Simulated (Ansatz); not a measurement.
System: sum formula HGeOCl2, charge 1, multiplicity 1. It need not be the lowest isomer of its formula. 
Coordinates optimised at B3LYP-D3(BJ)/def2-TZVP (Ansatz, a program for electronic structure):
```xyz
5

Ge    -0.1803    -0.1531    -0.0173
O     -1.4223    -1.3238    -0.0965
Cl    -0.4145     1.7541    -0.7718
Cl     1.5562    -0.7803     0.8802
H     -2.2607    -1.0631    -0.5153
```
Charge +1, spin multiplicity 1.

Parts of the frozen-core correlation energy in 6-31G* (Ansatz, hartree). Frozen orbitals: 25; correlated occupied orbitals by spin: 12 and 12; virtual: 53 and 53. No spin-orbit coupling. Non-relativistic.

```json
[
 {"term": "reference (HF)", "value": "-3069.27358"},
 {"term": "MP2 opposite-spin", "value": "-0.37627"},
 {"term": "MP2 same-spin", "value": "-0.13958"},
 {"term": "CCSD correlation", "value": "-0.54475"},
 {"term": "(T)", "value": "-0.01565"},
 {"term": "T1 diagnostic", "value": "0.016"},
 {"term": "largest doubles amplitude", "value": "0.035"}
]
```
